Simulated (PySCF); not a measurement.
Species: 2-(methylthio)benzoic acid, C₈H₈O₂S.
Bonds: C1–S2, S2–C3, C3–C4 (aromatic), C4–C5 (aromatic), C5–C6 (aromatic), C6–C7 (aromatic), C7–C8 (aromatic), C8–C9, C9–O10 (double), C9–O11, C3–C8 (aromatic). Hydrogens: H12, H13, H14 on C1; H15 on C4; H16 on C5; H17 on C6; H18 on C7; H19 on O11.

Method: PySCF, PBE0-D3(BJ)/def2-SVP geometry optimisation, gas phase; density fitting, grid level 2; the optimiser is geomeTRIC in internal coordinates, started from a GFN2-xTB structure.

Step 0: E = -23326.1832 eV
```
atom  x, y, z in Å  |  force x, y, z in eV/Å
C1      2.7896   -0.6820   -0.0811   -0.509   0.143  -0.481
S2      1.7113   -0.3829   -1.5156    0.029  -0.157  -0.008
C3      0.1092   -0.3951   -0.7349    0.778   0.067  -0.284
C4     -0.7106   -1.4777   -1.0277   -0.095  -0.015   0.010
C5     -1.9690   -1.5880   -0.4677   -0.059   0.085   0.039
C6     -2.4262   -0.6057    0.3974   -0.027  -0.075  -0.011
C7     -1.6343    0.4912    0.6689    0.074   0.037  -0.028
C8     -0.3651    0.6227    0.1019   -0.132   0.170   0.174
C9      0.4071    1.8569    0.3629    0.367   0.595   0.125
O10     1.5888    2.0137    0.1825   -0.061   0.030   0.065
O11    -0.3640    2.8541    0.8335   -0.337  -0.034   0.021
H12     2.8194    0.2043    0.5433    0.057   0.340   0.258
H13     3.7723   -0.8878   -0.4919    0.453  -0.124  -0.142
H14     2.4212   -1.5454    0.4647   -0.035  -0.372   0.254
H15    -0.3381   -2.2389   -1.6959    0.195  -0.330  -0.261
H16    -2.5877   -2.4425   -0.6979   -0.275  -0.380  -0.105
H17    -3.4015   -0.6916    0.8518   -0.431  -0.034   0.208
H18    -1.9885    1.2687    1.3274   -0.160   0.333   0.239
H19     0.1805    3.6454    0.9676    0.168  -0.279  -0.075
```

Step 1: E = -23326.2422 eV
```
atom  x, y, z in Å  |  force x, y, z in eV/Å
C1      2.8484   -0.6577   -0.1377   -0.002  -0.042   0.100
S2      1.7043   -0.4963   -1.5276    0.028   0.135  -0.001
C3      0.1235   -0.4268   -0.7172   -0.058  -0.043  -0.002
C4     -0.7178   -1.5176   -0.9781    0.082  -0.047  -0.052
C5     -2.0025   -1.5974   -0.4540   -0.070  -0.041  -0.006
C6     -2.4839   -0.5697    0.3516   -0.048  -0.013   0.005
C7     -1.6778    0.5326    0.6002   -0.047   0.049   0.044
C8     -0.3791    0.6318    0.0773    0.006   0.029   0.037
C9      0.3926    1.8676    0.3905   -0.013  -0.144   0.021
O10     1.5737    2.0403    0.2262    0.024  -0.017  -0.052
O11    -0.3817    2.8255    0.9284    0.081   0.040  -0.006
H12     2.8911    0.2770    0.4363    0.005  -0.024  -0.025
H13     3.8356   -0.8719   -0.5739   -0.054   0.017  -0.024
H14     2.5507   -1.5034    0.5002    0.044   0.034  -0.009
H15    -0.3241   -2.3248   -1.6009   -0.016   0.020   0.027
H16    -2.6231   -2.4722   -0.6675    0.022   0.029   0.000
H17    -3.4865   -0.6226    0.7833    0.024   0.007  -0.018
H18    -2.0532    1.3535    1.2132    0.025  -0.039  -0.018
H19     0.2243    3.5515    1.1387   -0.032   0.051  -0.020
```

Question: Estimate the geometry and energy of step 2. (The exact step hangs on the optimiser's Hessian estimate; all steps are aligned on step 1, rigid shifts and turns removed.)

Answer: E = -23326.2281 eV, largest force 0.343 eV/Å
```
atom  x, y, z in Å  |  force x, y, z in eV/Å
C1      2.8416   -0.6109   -0.1144    0.036  -0.090   0.021
S2      1.7004   -0.4439   -1.5074   -0.037  -0.175  -0.019
C3      0.1118   -0.4441   -0.7100   -0.060   0.038   0.033
C4     -0.7333   -1.5280   -0.9873    0.100   0.040  -0.043
C5     -2.0214   -1.5966   -0.4662    0.004  -0.029  -0.015
C6     -2.4986   -0.5766    0.3533   -0.048   0.026   0.036
C7     -1.6879    0.5173    0.6278    0.077  -0.126  -0.119
C8     -0.3896    0.6006    0.0999   -0.018   0.242   0.224
C9      0.4114    1.8203    0.3966   -0.032  -0.037  -0.208
O10     1.5921    1.9452    0.1892   -0.055   0.302   0.152
O11    -0.3221    2.8236    0.9095    0.017  -0.105   0.015
H12     2.8547    0.3080    0.4843    0.023  -0.055  -0.039
H13     3.8322   -0.7767   -0.5610    0.001  -0.009  -0.018
H14     2.5782   -1.4837    0.4996    0.006  -0.011  -0.018
H15    -0.3468   -2.3298   -1.6197   -0.004  -0.005  -0.001
H16    -2.6504   -2.4602   -0.6955   -0.004   0.001   0.001
H17    -3.5041   -0.6285    0.7761   -0.009  -0.012  -0.007
H18    -2.0538    1.3323    1.2519    0.010   0.017   0.010
H19     0.2999    3.5509    1.0624   -0.007  -0.011  -0.006
```

The energy changes by +0.0141 eV. The first-order estimate −F·Δx gives -0.0267 eV and the mean of the old and new forces, exact on a quadratic surface, +0.0157 eV. The step makes an angle of 71° with the force vector and moves no atom by more than 0.107 Å. The energy falls at the start of this step and ends higher, so the step passed the lowest point of its straight line.

The cost below is that of the whole optimisation. Hardware: one thread, Intel Xeon Platinum 8488C (x86_64) (shared host). Cost: 4.6 min, 0.94 GiB resident at most.
